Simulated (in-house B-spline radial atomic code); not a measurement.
Whole-atom quantities along the 5-electron series, configuration [He] 2s2 2p1. Breit and QED terms are first order and not part of the total energy; the density at the nucleus is averaged over the nuclear charge. Computed with an all-electron radial atomic-structure program (B-spline basis): Dirac-Hartree-Fock, average of the configuration, finite nuclei.

```tsv
ion	Z	E/Z² (Eh)	Σ<r²> (bohr²)	n(0)/Z³ (bohr⁻³)	Lamb diamagnetic shielding (ppm)	repulsion over attraction	Breit energy (eV)	self-energy (eV)	vacuum polarisation (eV)	Dirac less non-relativistic energy (Eh)
Dy61+	66	-1.4277	0.025284	2.3494	3623.25	0.012259	148.84	234.18	-38.789	-381.73
Ho62+	67	-1.4313	0.024394	2.4365	3695.78	0.012061	156.21	247.25	-41.57	-407.35
Er63+	68	-1.435	0.023544	2.5186	3769.27	0.011868	163.85	260.89	-44.517	-434.29
Tm64+	69	-1.4387	0.022731	2.6157	3843.86	0.01168	171.75	275.13	-47.654	-462.69
Yb65+	70	-1.4425	0.021954	2.7005	3919.45	0.011497	179.93	289.98	-50.969	-492.51
Lu66+	71	-1.4464	0.02121	2.7931	3996.18	0.011319	188.4	305.47	-54.489	-523.88
Hf67+	72	-1.4503	0.020498	2.9045	4074.14	0.011145	197.16	321.62	-58.238	-556.9
Ta68+	73	-1.4544	0.019816	3.017	4153.3	0.010976	206.22	338.47	-62.211	-591.58
W69+	74	-1.4584	0.019162	3.1332	4233.71	0.01081	215.59	356.04	-66.425	-627.99
Re70+	75	?	?	?	?	?	?	?	?	?
Os71+	76	?	?	?	?	?	?	?	?	?
Ir72+	77	-1.4712	0.017353	3.5213	4483.04	0.010337	245.62	413.35	-80.666	-748.42
Pt73+	78	?	?	?	?	?	?	?	?	?
Au74+	79	-1.4801	0.016263	3.8133	4656.54	0.010039	267.34	455.69	-91.658	-838.81
```

Task: Fill in the row of Re70+.

Result: E/Z² (Eh): -1.4626; Σ<r²> (bohr²): 0.018534; n(0)/Z³ (bohr⁻³): 3.2578; Lamb diamagnetic shielding (ppm): 4315.45; repulsion over attraction: 0.010649; Breit energy (eV): 225.27; self-energy (eV): 374.36; vacuum polarisation (eV): -70.897; Dirac less non-relativistic energy (Eh): -666.23.

Task: Fill in the row of Os71+.

Result: E/Z² (Eh): -1.4669; Σ<r²> (bohr²): 0.017932; n(0)/Z³ (bohr⁻³): 3.3802; Lamb diamagnetic shielding (ppm): 4398.5; repulsion over attraction: 0.010491; Breit energy (eV): 235.28; self-energy (eV): 393.45; vacuum polarisation (eV): -75.63; Dirac less non-relativistic energy (Eh): -706.32.

Task: Fill in the row of Pt73+.

Result: E/Z² (Eh): -1.4756; Σ<r²> (bohr²): 0.016797; n(0)/Z³ (bohr⁻³): 3.6617; Lamb diamagnetic shielding (ppm): 4569.01; repulsion over attraction: 0.010186; Breit energy (eV): 256.3; self-energy (eV): 434.08; vacuum polarisation (eV): -85.998; Dirac less non-relativistic energy (Eh): -792.54.

Task: With what power of Z does the column «vacuum polarisation (eV)» change over this range?

Result: A fit of the logarithm of its size against log Z from Z = 66 to 79 has slope 4.78.
